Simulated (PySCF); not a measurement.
# Xe²⁺: excitation energy

Xe²⁺ [Kr] 4d10 5s2 5p4 (3P) → Xe²⁺ [Kr] 4d10 5s2 5p3 5d1 (5D), as a difference of total energies. All numbers are calculated (PySCF 2.14, scalar relativity through the core potential, in aug-cc-pwCVTZ-PP with ECP28MDF (8s7p6d4f1g, 96 functions)). Correlated levels: valence: 4s2 4p6 4d10 frozen; valence and next inner shell: nothing frozen outside the core potential. The calculations carry no spin-orbit coupling.

```tsv
method	excitation energy (eV)
UHF	12.556
LDA	13.361
PBE	12.963
PBE0	13.034
r2SCAN	13.208
wB97X-V	13.544
PBEsol	13.031
revPBE	12.880
B97-3	13.237
MP2 (valence)	13.006
SCS-MP2 (valence)	13.165
MP2 (valence and next inner shell)	13.280
SCS-MP2 (valence and next inner shell)	13.360
```

Q: How much does correlation contribute at MP2 (valence and next inner shell)?

A: 13.280 − (12.556) = 0.724 eV, measured against UHF.

The promoted electron is Rydberg-like, and one or two diffuse shells describe it only roughly, which tends to raise the upper state.
